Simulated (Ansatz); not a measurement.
`PB1C[SiH]1[ZnH]` + `[SH][GaH2]` → `[ZnH][S][GaH2]` + `PB1C[SiH2]1` at 298.15 K and 1 bar (cleavage of the Zn–Si bond).

Isolated molecules relaxed with PBE0-D4/def2-TZVP in Ansatz; ΔE leaves out vibrations. CCSD(T)/CBS is the MP2 limit (def2-TZVPP, def2-QZVPP) plus CCSD(T) − MP2 in def2-TZVPP, frozen cores. For Ga, Zn outer-core shells are correlated without core-valence functions, which leaves a few kJ/mol of doubt a bond. Scalar relativity is left out up to krypton. One conformer a species, not always the lowest.

```csv
species,CCSD(T)/CBS energy (Eh),H − E (kJ/mol),S (J/(mol·K))
`PB1C[SiH]1[ZnH]`,-2474.78858,188.8,390.5
`[SH][GaH2]`,-2323.53734,73.1,277.9
`[ZnH][S][GaH2]`,-4101.94463,75.6,337.0
`PB1C[SiH2]1`,-696.40651,185.7,328.9
```

H − E and S are ideal-gas, rigid-rotor, harmonic terms from PBE0-D4/def2-TZVP, for one conformer and one mirror image of each species. 1 Eh = 2625.50 kJ/mol, R = 8.31446 J/(mol·K).

By hand: ΔE, ΔH, ΔS and ΔG.

ΔE = (-4101.94463) + (-696.40651) − (-2474.78858) − (-2323.53734) = -0.02522 Eh = -66.2 kJ/mol. Δ(H − E) = 75.6 + 185.7 − 188.8 − 73.1 = -0.6, so ΔH = -66.8 kJ/mol. ΔS = 337.0 + 328.9 − 390.5 − 277.9 = -2.5 J/(mol·K). ΔG = -66.8 − 298.15 × (-2.5)/1000 = -66.1 kJ/mol.

By hand: the equilibrium constant, and the temperature at which ΔG would vanish if ΔH and ΔS stayed fixed.

log₁₀ K = −ΔG/(RT ln 10) = 11.6. ΔG = 0 at ΔH/ΔS = 26720 K, far beyond where these terms or the molecules hold.

The number of gas molecules stays the same, so ΔS is small and ΔH decides. A doubt of 5 kJ/mol in ΔE shifts log₁₀ K by 0.9 here. Other conformers and mirror images would add mixing entropy, several J/(mol·K) or more a flexible species. Modes under 60 cm⁻¹, often nearly free rotors, make the harmonic entropy too high. These are equilibria of isolated gas molecules and say nothing of rates. Largest T1 diagnostic: 0.017 (customary marks: 0.02 for closed shells, 0.045 for open ones).
